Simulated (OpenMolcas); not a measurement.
# Multiconfigurational calculation on Ru2+

Ru2+ among 6 point charges of -1 e arranged as an octahedron (Oh), 1.87 Å from the ion. With inversion symmetry the input lists one of each pair of outer charges.

Input:

```
&GATEWAY
Coord
1

Ru 0.0 0.0 0.0
Basis=ANO-RCC-VDZP
Group=XYZ
NoMove
AngMom=0.0 0.0 0.0
AMFI
XField
3 Angstrom 0
1.870000 0.000000 0.000000 -1.000000
0.000000 1.870000 0.000000 -1.000000
0.000000 0.000000 1.870000 -1.000000
&SEWARD
&RASSCF
FileOrb=start.orb
Symmetry=1
Spin=5
nActEl=6 0 0
Inactive=9 9
Ras2=5 0
CIRoot=5 5 1
SDav=5
CIMx=300
Iter=120 100
PrWF=0.3
OrbListing=Nothing
MaxOrb=0
>>> COPY $Project.JobIph JOB001
&RASSCF
FileOrb=start.orb
Symmetry=1
Spin=3
nActEl=6 0 0
Inactive=9 9
Ras2=5 0
CIRoot=45 45 1
SDav=45
CIMx=300
Iter=120 100
PrWF=0.3
OrbListing=Nothing
MaxOrb=0
>>> COPY $Project.JobIph JOB002
&RASSCF
FileOrb=start.orb
Symmetry=1
Spin=1
nActEl=6 0 0
Inactive=9 9
Ras2=5 0
CIRoot=50 50 1
SDav=50
CIMx=300
Iter=120 100
PrWF=0.3
OrbListing=Nothing
MaxOrb=0
>>> COPY $Project.JobIph JOB003
&RASSI
NrOfJobIphs=3 5 45 50
1 2 3 4 5
1 2 3 4 5 6 7 8 9 10 11 12 13 14 15 16 17 18 19 20 21 22 23 24 25 26 27
28 29 30 31 32 33 34 35 36 37 38 39 40 41 42 43 44 45
1 2 3 4 5 6 7 8 9 10 11 12 13 14 15 16 17 18 19 20 21 22 23 24 25 26 27
28 29 30 31 32 33 34 35 36 37 38 39 40 41 42 43 44 45 46 47 48 49 50
IphNames
JOB001
JOB002
JOB003
EJob
SpinOrbit
DIPRint=1.0
SOCoupling=1000.0
Subsets=2
Property=9
'ANGMOM' 1 'ANGMOM' 2 'ANGMOM' 3 'MLTPL  1' 1 'MLTPL  1' 2 'MLTPL  1' 3
'AMFI' 1 'AMFI' 2 'AMFI' 3
SOProperty=3
'ANGMOM' 1 'ANGMOM' 2 'ANGMOM' 3
```

Launched by
```bash
OMP_NUM_THREADS=1 MOLCAS_MEM=1689 MOLCAS_PROJECT=a pymolcas a.inp > a.log  # once for each step of the input, in one work folder
```

A driver script runs the steps one by one and writes start.orb anew before each from the orbitals found so far.

Output, cut to the results:

```
--- SEWARD ---
Basis set label: RU.ANO-RCC...6S5P3D1F.

      Electronic valence basis set:
      ------------------
      Associated Effective Charge  44.000000 au
      Associated Actual Charge     44.000000 au
      Nuclear Model: Point charge

      Shell  nPrim  nBasis  Cartesian Spherical Contaminant
         s      21       6        X
         p      18       5        X
         d      13       3                 X
         f       6       1                 X
                  Relativistic Douglas-Kroll-Hess integrals:
                    - DKH order of Hamiltonian: 2
                    - DKH order of Properties : 0
                  Atomic mean-field integrals
--- RASSCF ---
Wave function specifications:
      -----------------------------

      Number of closed shell electrons          36
      Number of electrons in active shells       6
      Max number of holes in RAS1 space          0
      Max nr of electrons in RAS3 space          0
      Number of inactive orbitals               18
      Number of active orbitals                  5
      Number of secondary orbitals              20
      Spin quantum number                      2.0
      State symmetry                             1
Orbital specifications:
      -----------------------

      Symmetry species                           1   2
                                                ag  au
      Frozen orbitals                            0   0
      Inactive orbitals                          9   9
      Active orbitals                            5   0
      RAS1 orbitals                              0   0
      RAS2 orbitals                              5   0
      RAS3 orbitals                              0   0
      Secondary orbitals                         7  13
      Deleted orbitals                           0   0
      Number of basis functions                 21  22
      Number of CSFs                             5
      Number of root(s) required                 5
      Iter CI   SX   CI       RASSCF       Energy    max ROT     max BLB   max BLB  Level Ln srch  Step   QN
          iter iter root      energy       change     param      element    value   shift minimum  type update
 Nr of preliminary CI iterations:   1
      Total energies have been shifted. Add                -4000.00 au
        1   1    6    0  -529.93335335    0.00E+00   8.49E-02   14  21 1  1.64E-01*  0.33   0.00    SX    NO
        2   1    6    0  -529.97048519   -3.71E-02*  1.79E-02    7  13 2  6.70E-02*  0.41   0.00    SX    NO
        3   1    5    0  -529.97398284   -3.50E-03*  8.69E-03   14  21 1  1.65E-02*  0.38   0.00    SX    NO
        4   1    5    0  -529.97433769   -3.55E-04*  2.14E-03    9  15 2  5.33E-03*  0.39   0.00    SX    NO
        5   1    5    0  -529.97437944   -4.18E-05*  1.09E-03   12  19 1  2.00E-03*  0.39   0.98    QN   YES
        6   1    4    0  -529.97438534   -5.90E-06*  3.39E-04   12  19 1  4.56E-04*  0.39   1.32    QN   YES
        7   1    4    0  -529.97438572   -3.82E-07*  1.01E-05    7  13 2 -3.43E-05   0.39   1.01    QN   YES
        8   1    3    0  -529.97438573   -1.68E-09   3.56E-06    8  14 2 -8.30E-06   0.39   1.38    QN   YES
      Convergence after  8 iterations
        9   1    3    0  -529.97438573   -1.49E-10   3.56E-06    9  12 2  3.12E-07   0.39   1.38    QN   YES
      Natural orbitals and occupation numbers for root  1
      sym 1:   1.000000   2.000000   1.000000   1.000000   1.000000
      Natural orbitals and occupation numbers for root  2
      sym 1:   1.000000   2.000000   1.000000   1.000000   1.000000
      Natural orbitals and occupation numbers for root  3
      sym 1:   2.000000   1.000000   1.000000   1.000000   1.000000
::    RASSCF root number  1 Total energy:  -4529.99221500
::    RASSCF root number  2 Total energy:  -4529.99221500
::    RASSCF root number  3 Total energy:  -4529.99221500
::    RASSCF root number  4 Total energy:  -4529.94764181
::    RASSCF root number  5 Total energy:  -4529.94764181
--- RASSCF ---
Wave function specifications:
      -----------------------------

      Number of closed shell electrons          36
      Number of electrons in active shells       6
      Max number of holes in RAS1 space          0
      Max nr of electrons in RAS3 space          0
      Number of inactive orbitals               18
      Number of active orbitals                  5
      Number of secondary orbitals              20
      Spin quantum number                      1.0
...
--- RASSI ---
SPIN-FREE ENERGIES:
  (Shifted by EMIN (a.u.) =      -4529.9922150046)

 SF State       Relative EMIN(au)   Rel lowest level(eV)    D:o, cm**(-1)      L_eff

     1             0.0000000000        0.0000000000              0.0000         2.0
     2             0.0000000000        0.0000000000              0.0000         2.0
     3             0.0000000000        0.0000000000              0.0000         2.0
     4             0.0445731957        1.2128984444           9782.6857         2.0
     5             0.0445731957        1.2128984444           9782.6857         2.0
     6             0.0474902180        1.2922746637          10422.8981         3.9
     7             0.0474902180        1.2922746637          10422.8981         3.9
     8             0.0474902180        1.2922746637          10422.8981         3.9
    51             0.0504179736        1.3719429526          11065.4662         4.8
    10             0.0629133989        1.7119607972          13807.8950         4.3
    11             0.0629133989        1.7119607972          13807.8950         4.3
     9             0.0629133989        1.7119607972          13807.8950         4.3
    13             0.0808009560        2.1987060220          17733.7600         4.5
    14             0.0808009560        2.1987060220          17733.7600         4.5
    12             0.0808009560        2.1987060220          17733.7600         4.5
    52             0.0818061626        2.2260590865          17954.3774         5.3
    53             0.0818061626        2.2260590865          17954.3774         5.3
    54             0.0818061626        2.2260590865          17954.3774         5.3
    15             0.0882156471        2.4004700474          19361.0966         4.3
    16             0.0882156471        2.4004700474          19361.0966         4.3
    17             0.0882156471        2.4004700474          19361.0966         4.3
...
```

Spin-orbit levels above the lowest (labels of O, the rotations of Oh):

```tsv
E (cm-1)	Degeneracy	Label	2S+1
0.0	3	T2	5
379.2	2	E	5
462.9	3	T1	5
914.4	1	A1	5
1136	3	T1	5
1239	3	T2	5
9650	1	A1	3 (49 %)
10497	2	E	5 (80 %)
10530	3	T2	5
10561	3	T1	5
10563	1	A2	5
10592	1	A1	5
10755	2	E	3 (81 %)
10907	3	T2	3
11771	3	T1	3
14043	3	T1	3
14282	1	A1	1 (52 %)
14493	2	E	3
14846	3	T2	3
14957	1	A2	3
```

An orbital triplet at a regular site is open to Jahn-Teller coupling, which can distort the site and quench the lowest spin-orbit gaps and is left out. Without dynamic correlation the repulsion within the d shell is too large (B by tens of per cent), so at a given field states of lower spin stand too high. Point charges give a weaker field than real ligands, and real ions of this kind are as a rule low spin; the high spin found here belongs to the model. Point charges carry no covalency, so the field is a model and not that of real ligands. No measured value stands beside these numbers.

The RASSCF and RASSI steps took 21 s on 1 thread of Arm Neoverse V2 (shared host); the integral step is not counted.
